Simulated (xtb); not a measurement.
H$_{2}$Al (SMILES [AlH2+]), charge +1, singlet, geometry from GFN2-xTB (such geometries of metal compounds can be far from the true shape).

xtb was given this input:
```
$ xtb mol.xyz --gfn 1 --chrg 1 --json

# file mol.xyz
3

Al     0.00000000     0.00000000     0.00000000
H     -0.00000000    -0.00000000    -1.52459071
H      0.00000000     0.00000000     1.52459071
```

### Question
What does this run give for the partial charges in atom order, HOMO-LUMO gap, total energy?

### Answer

```json
{
 "partial_charges_in_atom_order": "Al1 0.82, H2 0.09, H3 0.09",
 "HOMO-LUMO gap": "5.14 eV",
 "total_energy": "-1.8314 Eh"
}
```
